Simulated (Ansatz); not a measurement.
Total energies of the cluster KF₂⁻ from Ansatz at CCSD(T)/def2-TZVPPD, gas phase (1 Eh = 27.2114 eV = 2625.5 kJ/mol). The reference geometry is relaxed at PBE-D4/def2-TZVPD.

```xyz
3

K     0.003   -0.001    0.002
F    -0.451    1.307    1.964
F     0.448   -1.306   -1.966
```

```json
{"state": "charge -1 singlet", "geometry": "reference", "energy (Eh)": "-798.95797"}
{"state": "charge 0 doublet", "geometry": "reference", "energy (Eh)": "-798.74848"}
{"state": "charge -1 triplet", "geometry": "relaxed at PBE-D4/def2-TZVPD", "energy (Eh)": "-798.75680"}
{"state": "charge -1 quintet", "geometry": "relaxed at PBE-D4/def2-TZVPD", "energy (Eh)": "-798.57184"}
```

Correlated methods freeze 7 core orbitals; core or outer-core shells of K are correlated, in sets that lack core-valence functions.

Q: Work out the vertical ionisation energy to the doublet.

A: E(charge 0 doublet) − E(charge -1 singlet) = -798.74848 − (-798.95797) = 0.20949 Eh = 5.70 eV.

Q: Which of the charge -1 states is lowest, and how far above it are the others?

A: The singlet. triplet: -798.75680 − (-798.95797) = 0.20117 Eh = 528.2 kJ/mol; quintet: -798.57184 − (-798.95797) = 0.38613 Eh = 1013.8 kJ/mol. The quintet has fallen apart, so its energy is that of loose fragments and no spin gap. The quintet differs in its bonds from the reference.

At CCSD(T)/def2-TZVPPD the highest occupied level of the charge -1 quintet lies above zero (up to 0.05 eV). It is a level of α spin, whose loss leaves a quartet; that state wasn't run at this geometry and level. The electron is either unbound and held by the finite basis, or the level is raised by self-interaction error. 

The structure comes from a short search, and lower isomers may exist.
